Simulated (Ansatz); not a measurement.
```yaml
crystal:
  periodic: [false, false, false]
  atoms:
    - {symbol: N, position_ang: [-0.574386, 3.519128, -0.578276]}
    - {symbol: C, position_ang: [-0.810910, 2.398749, -0.329692]}
    - {symbol: C, position_ang: [-1.129958, 1.073268, -0.015394]}
    - {symbol: C, position_ang: [-0.251304, -0.021501, 0.176647]}
    - {symbol: C, position_ang: [1.172751, -0.044489, 0.164373]}
    - {symbol: C, position_ang: [1.984635, 1.123865, 0.221266]}
    - {symbol: C, position_ang: [3.360924, 0.992414, 0.155075]}
    - {symbol: C, position_ang: [3.912325, -0.301202, 0.089374]}
    - {symbol: N, position_ang: [3.162529, -1.400672, -0.031508]}
    - {symbol: C, position_ang: [1.851278, -1.295778, 0.002077]}
    - {symbol: C, position_ang: [-1.172786, -1.234214, 0.335263]}
    - {symbol: C, position_ang: [-1.790838, -1.351757, -1.059732]}
    - {symbol: C, position_ang: [-2.616303, -0.285421, -1.224818]}
    - {symbol: C, position_ang: [-2.559931, 0.530870, 0.065373]}
    - {symbol: C, position_ang: [-2.346297, -0.586412, 1.107026]}
    - {symbol: H, position_ang: [1.537804, 2.110920, 0.361035]}
    - {symbol: H, position_ang: [4.014581, 1.865087, 0.227016]}
    - {symbol: H, position_ang: [4.995860, -0.452553, 0.166524]}
    - {symbol: H, position_ang: [1.280168, -2.214379, -0.180802]}
    - {symbol: H, position_ang: [-0.715903, -2.135050, 0.759373]}
    - {symbol: H, position_ang: [-1.530738, -2.114362, -1.797782]}
    - {symbol: H, position_ang: [-3.155450, 0.011452, -2.127468]}
    - {symbol: H, position_ang: [-3.343116, 1.280943, 0.223121]}
    - {symbol: H, position_ang: [-2.062605, -0.207375, 2.102334]}
    - {symbol: H, position_ang: [-3.212304, -1.261520, 1.189598]}
basis:
  gaussian: {orbitals: def2-TZVP, initial_orbitals: start.molden}
total_charge: 1
magnetization: {spin_polarized: true, initial_magnetization: 1}
hamiltonian: {xc: pbe0, dispersion: d4}
scf: {omitted_lower_state_checks: [starts]}
output: {orbitals: {seedname: orbitals}}
```

The file start.molden holds the orbitals of an earlier run on this structure, at another level or in another basis.

```sh
$ ansatz run in.yaml --threads 4 --pin off --events-out ev --progress --plain --max-ram 6963MiB
```

Task: Does this run fit into the memory that it is given?

Result: No. It has 525 basis functions, and Ansatz plans for 9 GiB where 7 GiB are given.
